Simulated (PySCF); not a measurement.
wavenumber (cm⁻¹), absorption (km/mol per cm⁻¹) and a bar:
```
        0      0.002 
        4      0.002 
        9      0.002 
       13      0.002 
       17      0.003 
       21      0.003 
       26      0.003 
       30      0.004 
       34      0.007 
       38      0.014 
       43      0.038 
       47      0.019 
       51      0.018 
       55      0.039 
       60      0.016 
       64      0.008 
       68      0.006 
       72      0.006 
       77      0.006 
       81      0.006 
       85      0.006 
       89      0.006 
       94      0.007 
       98      0.007 
      102      0.008 
      106      0.009 
      111      0.010 
      115      0.011 
      119      0.013 
      123      0.015 
      128      0.018 
      132      0.023 
      136      0.030 
      140      0.044 
      145      0.089 #
      149      0.233 #
      153      0.114 #
      158      0.078 
      162      0.084 
      166      0.109 #
      170      0.159 #
      175      0.262 ##
      179      0.513 ###
      183      1.360 ########
      187      5.054 ##############################
      192      2.933 #################
      196      0.858 #####
      200      0.375 ##
      204      0.206 #
      209      0.130 #
      213      0.089 #
      217      0.065 
      221      0.049 
      226      0.039 
      230      0.031 
      234      0.026 
      238      0.022 
      243      0.018 
      247      0.016 
      251      0.014
```

This is the computed harmonic infrared spectrum of doublet SnI₃, Lorentzian lines of 6 cm⁻¹ full width. Computed with UPBE/[Sn def2-SVP with ECP28, I def2-SVP with ECP28], scalar-relativistic core potentials, density fitting, no spin–orbit coupling, PySCF.

Question: Which bands make it up, and how are they assigned?

Answer: In C3v symmetry, counting bands above 1 % of the strongest: 149 cm⁻¹ (a1, 1.9 km/mol); 189 cm⁻¹ (e, 56 km/mol).

Other isomers or separated fragments may lie lower. With an element this heavy the missing spin–orbit coupling can shift these numbers.
